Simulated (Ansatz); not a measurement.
Consider the cleavage of the Si–B bond: `FB[SiH2]Cl` + `CN[SiH3]` → `CN([SiH3])[SiH2]Cl` + `BF`.

Program: Ansatz. Geometries: PBE0-D4/def2-TZVP. ΔE: electronic, gas phase. CCSD(T)/CBS adds triple-zeta CCSD(T) − MP2 to the extrapolated MP2 energy (def2 sets, frozen cores). This one scheme is used for every species. DFT in def2-TZVPP. Each species was taken in one conformer, which may not be the lowest.

CCSD(T)/CBS gives -105.9 kJ/mol.

**Question.** Another level gave -94.7 kJ/mol. Which?
A. PBE-D4/def2-TZVPP
B. PBE-QIDH/def2-TZVPP
C. r2SCAN/def2-TZVPP
D. BHLYP-D4/def2-TZVPP

**Answer.** C. r2SCAN -94.7, BHLYP-D4 -109.3, PBE-D4 -86.1, PBE-QIDH -102.0 kJ/mol.

**Question.** What do rigid-rotor, harmonic-oscillator terms from PBE0-D4/def2-TZVP frequencies (298.15 K, 1 bar) make of the CCSD(T)/CBS value? (An estimate is asked.)

**Answer.** The calculation gave: ΔZPE = -2.9 kJ/mol, ΔH = -108.6 kJ/mol, ΔS = -20 J/(mol·K), ΔG = -102.7 kJ/mol. Modes under 50 cm⁻¹ make the entropy rough.

Largest T1 diagnostic among the species: 0.013.

At CCSD(T), def2-SVP lies +3.5 kJ/mol from the extrapolated value and def2-TZVPP −0.2 kJ/mol. The D4 term adds −12.5 kJ/mol with B3LYP and −7.1 kJ/mol with PBE0; it sums over pairs of atoms, weighted by their polarisabilities, and B3LYP, whose exchange is more repulsive, gets the larger term. In def2-TZVPP, CCSD(T) changes the Hartree–Fock value by −3.1 kJ/mol (the triples alone add −1.6 kJ/mol) and MP2 by −14.6 kJ/mol.

B3LYP here is the variant with VWN-RPA as its local correlation; programs differ in this.
